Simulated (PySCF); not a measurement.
## Radial density of B- (boron, charge -1)

UHF, [He] 2s2 2p2, high-spin 3P determinant. All numbers are calculated (PySCF 2.14, the spin-free X2C one-electron Hamiltonian (Gaussian nucleus), in aug-cc-pVDZ-DK (4s3p2d, 23 functions)).

| r (bohr) | 4πr²ρ (e/bohr) | 4πr²(ρα − ρβ) |
| --- | --- | --- |
| 0.00670 | 0.03849 | 0.0000 |
| 0.0113 | 0.1041 | 0.0000 |
| 0.0190 | 0.2701 | 0.0001 |
| 0.0319 | 0.6704 | 0.0002 |
| 0.0536 | 1.524 | 0.0005 |
| 0.0902 | 3.009 | 0.0012 |
| 0.152 | 4.668 | 0.0035 |
| 0.255 | 4.902 | 0.0161 |
| 0.429 | 2.767 | 0.0711 |
| 0.722 | 0.9705 | 0.2236 |
| 1.21 | 1.336 | 0.4883 |
| 2.04 | 1.405 | 0.5746 |
| 3.44 | 0.5770 | 0.3366 |
| 5.78 | 0.1179 | 0.1003 |
| 9.72 | 0.01443 | 0.0141 |
| 16.4 | 2.993e-05 | 0.0000 |

Densities and radii are taken from the X2C orbitals without a picture-change correction, which distorts them close to the nucleus.
